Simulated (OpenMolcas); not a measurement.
A run on Cu3+ with 6 ligands (fluoride) in octahedral coordination (Oh) at 1.97 Å. A charge of +0.5 e stands 2.6 Å behind each ligand. Ligand basis ANO-RCC-VDZP.

```json
{
 "Program": "OpenMolcas 26.06",
 "Method": "SS-CASPT2, IPEA 0.5 Eh, imaginary shift 0.1 Eh (closed shells correlated: 3s 3p and the ligand valence shells)",
 "Basis": "ANO-RCC-VTZP [6s5p3d2f1g]",
 "Scalar Hamiltonian": "DKH2, point nucleus",
 "Active space": "8 electrons in 5 orbitals (3d)",
 "State averaging": "2S+1 = 3 even, 10 roots; 2S+1 = 1 even, 15 roots",
 "Spin-orbit coupling": "state interaction with AMFI integrals over the reference wave functions"
}
```

First CASPT2 step and the start of its output:

```
&CASPT2
Multistate=10 1 2 3 4 5 6 7 8 9 10
NoMult
Frozen=5 6
IPEA=0.5
Imaginary=0.1
MaxIter=60
WThr=0.0 0.3 0.05
PrWF=0.5
NoMix
```

```
--- CASPT2 ---
Orbital specifications:
      -----------------------

      Symmetry species                           1   2
                                                ag  au
      Frozen orbitals                            5   6
      Inactive orbitals                         13  15
      Active orbitals                            5   0
      Secondary orbitals                        49  50
      Deleted orbitals                           0   0
      Number of basis functions                 72  71
Type of calculation                        SS-CASPT2
      Fock operator                              state-specific
      IPEA shift                                 0.50
      Real shift                                 0.00
      Imaginary shift                            0.10
      The input orbitals will be transformed to quasi-canonical
Reference energy:       -2251.3750184972
      E2 (Non-variational):      -2.0136528516
      Shift correction:          -0.0012426161
      E2 (Variational):          -2.0148954677
      Total energy:           -2253.3899139649
      Residual norm:              0.0000002956
      Reference weight:           0.70601
      Contributions to the CASPT2 correlation energy
      Active & Virtual Only:         -0.2441197439
      One Inactive Excited:          -0.3620418495
      Two Inactive Excited:          -1.4074912582
Reference energy:       -2251.3404325148
      E2 (Non-variational):      -1.9914338822
      Shift correction:          -0.0013697198
      E2 (Variational):          -1.9928036020
      Total energy:           -2253.3332361168
      Residual norm:              0.0000006394
      Reference weight:           0.70811
      Contributions to the CASPT2 correlation energy
      Active & Virtual Only:         -0.2400972124
...
```

Over all roots the printed reference weights run from 0.02 to 0.71, and roots that are degenerate in the reference spread by up to 1e+06 cm-1.

Did the run give usable levels, and if not, why?

No. The equations converged, but the reference weight falls to 0.02 for at least one root against 0.71 for the best. A drop of that size marks an intruder state, so the energies of such roots and the levels built on them can't be trusted.
